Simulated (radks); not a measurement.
Neutral phosphorus inside a hard spherical wall (all orbitals vanish at R), configuration held at [Ne] 3s2 3p3 and not refilled when levels cross. Method: non-relativistic Kohn-Sham, LDA (Slater exchange, VWN5 correlation), spin-unpolarised, spherical densities, point nucleus; computed with a radial shooting solver on a logarithmic mesh with Libxc functionals. Eigenvalues in eV, with the zero of energy where the potential of the charges vanishes at infinity; a dash marks a level that is unbound or too diffuse for the functional's potential to be trusted. A positive occupied level is held by the wall or, in an anion where self-interaction has pushed it up, behind a barrier. The pressure on the wall is -dE/dV.

| R (bohr) | E (hartree) | kinetic (hartree) | e(2s) | e(2p) | e(3s) | e(3p) | e(4s, empty) | e(4p, empty) | pressure (GPa) |
|---|---|---|---|---|---|---|---|---|---|
| free | -339.94622 | 339.173 | -172.23 | -124.54 | -13.942 | -5.608 | -0.367 | - | 0 |
| 10 | -339.94612 | 339.175 | -172.22 | -124.52 | -13.932 | -5.598 | 0.246 | 1.927 | 0.00313 |
| 8 | -339.94486 | 339.186 | -172.11 | -124.42 | -13.855 | -5.520 | 1.307 | 3.730 | 0.0637 |
| 3.5 | -339.35230 | 341.718 | -161.60 | -113.80 | -6.167 | 3.644 | 39.118 | 47.159 | 173 |
| 3 | -338.65125 | 344.073 | -154.86 | -106.95 | 0.042 | 10.935 | 64.524 | 73.336 | 540 |
| 2.5 | -336.97525 | 348.992 | -143.83 | -95.684 | 13.033 | 25.595 | 112.74 | 121.25 | 1920 |
| 2 | -332.54721 | 360.429 | -125.12 | -76.385 | 44.274 | 58.835 | 214.49 | 218.41 | 8410 |
| 1.5 | -318.60686 | 392.581 | -89.366 | -38.492 | 136.57 | 149.29 | 468.59 | 450.04 | 51900 |
